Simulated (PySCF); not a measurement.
C2H6Te. Atoms are numbered in the order given.

```xyz
9

C      1.5869     0.0000    -1.0854
Te     0.0000     0.0000     0.4026
C     -1.5869     0.0000    -1.0854
H      1.5122     0.9031    -1.7049
H      2.5436     0.0000    -0.5457
H      1.5122    -0.9031    -1.7049
H     -1.5122     0.9031    -1.7049
H     -2.5436     0.0000    -0.5457
H     -1.5122    -0.9031    -1.7049
```

Geometry: B3LYP-D3(BJ)/def2-SVP. The def2 effective core potentials stand for the cores of Te; spin–orbit coupling is left out.

Level of theory: TDA-LC-ωPBE/def2-SVPD (PySCF).

Vertical excitations. Isolated molecule, no solvent. State labels are in the subgroup C2v.

```tsv
state	symmetry	energy (eV)	λ (nm)	f	main pairs
S1	A2	3.81	326	0.000	HOMO→LUMO 71 %, HOMO→LUMO+4 26 %
S2	B2	5.22	238	0.004	HOMO→LUMO+1 58 %, HOMO→LUMO+5 29 %, HOMO→LUMO+3 10 %
S3	B2	5.94	209	0.145	HOMO→LUMO+3 85 %
S4	A1	6.57	189	0.060	HOMO→LUMO+2 98 %
S5	A2	6.74	184	0.000	HOMO→LUMO+4 68 %, HOMO→LUMO 28 %
S6	B2	6.86	181	0.033	HOMO→LUMO+5 61 %, HOMO→LUMO+1 31 %
S7	B1	7.01	177	0.098	HOMO−1→LUMO 63 %, HOMO−1→LUMO+4 16 %, HOMO→LUMO+9 14 %
S8	A1	7.77	160	0.097	HOMO−1→LUMO+1 44 %, HOMO−1→LUMO+5 22 %, HOMO−2→LUMO 20 %
S9	B2	7.91	157	0.187	HOMO→LUMO+6 90 %
S10	A1	8.07	154	0.000	HOMO→LUMO+8 69 %, HOMO−2→LUMO 11 %
T1	A2	3.22	385	0	HOMO→LUMO 66 %, HOMO→LUMO+4 30 %
T2	B2	4.35	285	0	HOMO→LUMO+5 48 %, HOMO→LUMO+1 44 %
T3	B1	5.48	226	0	HOMO−1→LUMO 59 %, HOMO−1→LUMO+4 30 %
T4	B2	5.53	224	0	HOMO→LUMO+3 87 %
```
Triplets are in the Tamm–Dancoff approximation.
